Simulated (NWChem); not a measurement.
System: tetrafluoroborate (BF4 anion); SMILES F[B-](F)(F)F

All runs: NWChem. Pople sets run with spherical d functions. Sets without diffuse functions describe the anion's extra electron poorly. Geometry: optimised at B3LYP/def2-SVPD. Total energies compare along this basis series because the functional is fixed.

```csv
level,basis functions,energy (Ha),highest occupied level (eV),orbital gap (eV)
Hartree-Fock/STO-3G,25,-416.6129,-2.70,30.62
Hartree-Fock/3-21G,45,-420.4920,-9.22,27.29
Hartree-Fock/6-31G*,70,-422.7182,-9.63,26.73
Hartree-Fock/6-31+G*,90,-422.7557,-10.43,16.35
Hartree-Fock/6-311G**,90,-422.8429,-10.02,23.95
Hartree-Fock/6-311++G**,110,-422.8611,-10.44,16.41
```
